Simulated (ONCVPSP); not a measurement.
vanadium: one change to an ONCV potential, before and after

vanadium (V), optimised norm-conserving Vanderbilt (ONCV), made with ONCVPSP 4.0.1 (PBE, scalar-relativistic). Core [Ne], reference 3s2 3p6 3d3 4s2. Waves: 3s+4s: rc 1.65 bohr, ncon 4, nbas 7, qcut 7 1/bohr, 2 projectors; 3p: rc 1.55 bohr, ncon 4, nbas 9, qcut 8.4 1/bohr, 2 projectors, debl 2.9 Ha; 3d: rc 2.10 bohr, ncon 3, nbas 7, qcut 6.9 1/bohr, 2 projectors, debl 3.2 Ha. Local part: polynomial inside 1.40 bohr (lpopt 5, dvloc0 3 Ha). Core correction: polynomial model core, fcfact 0.35.

All-electron outer shells of the reference configuration (PBE, scalar-relativistic, ld1.x):

```csv
shell,level (eV),outermost node (bohr),outermost maximum (bohr)
2p,-503.16,–,0.21
3s,-70.24,0.38,0.82
3p,-44.04,0.35,0.84
3d,-5.16,–,0.90
4s,-4.70,1.17,2.76
```

Change: d: rc 2.28.

Cutoffs: the cutoffs (Ha) at which the residual kinetic energy of the hardest occupied pseudo-wave falls to 1 and 0.1 mHa per electron; they do not see the model core or the augmentation charge, which bear on the density cutoff. Errors are all-electron minus pseudo energies relative to the spin-unpolarised reference configuration.

Problem. What does the change do?

Solution. The potential gets neither clearly harder nor softer (23 Ha and 27 Ha → 23 Ha and 27 Ha); of the 4 tests that both files solve, the error grows in 3 and shrinks in 0 by more than 15 % and 0.3 meV (median size 72.2 → 90.7 meV); neither file shows a bound ghost. More of the atom is replaced by a form fitted at one configuration, so other configurations suffer.

| quantity | base | changed |
| --- | --- | --- |
| cutoff, loose | 23 Ha | 23 Ha |
| cutoff, tight | 27 Ha | 27 Ha |
| loose cutoff by channel | s 16 Ha, p 23 Ha, d 19 Ha | s 16 Ha, p 23 Ha, d 18 Ha |
| bound ghosts | none | none |
| GHOST(+) flags under 300 eV | none | none |
| error for 3s2 3p6 3d3 4s1, meV [ΔE 7.74 eV] | +0.1 | -0.3 |
| error for 3s2 3p6 3d3 4s0, meV [ΔE 22.03 eV] | -4.7 | -10 |
| error for 3s2 3p6 3d2 4s0, meV [ΔE 50.93 eV] | +140 | +171 |
| error for 3s2 3p6 3d2 4s2, meV [ΔE 10.97 eV] | +173 | +211 |
| s: phases at 1.68 bohr within 0.05 rad from the reference energy up to (Ha; the scan ends near 5) | to the end of the scan | to the end of the scan |
| p: phases at 1.58 bohr within 0.05 rad from the reference energy up to (Ha; the scan ends near 5) | to the end of the scan | to the end of the scan |
| rms error of d²Exc/dni dnj with the model core, mHa | 1.73 | 1.97 |
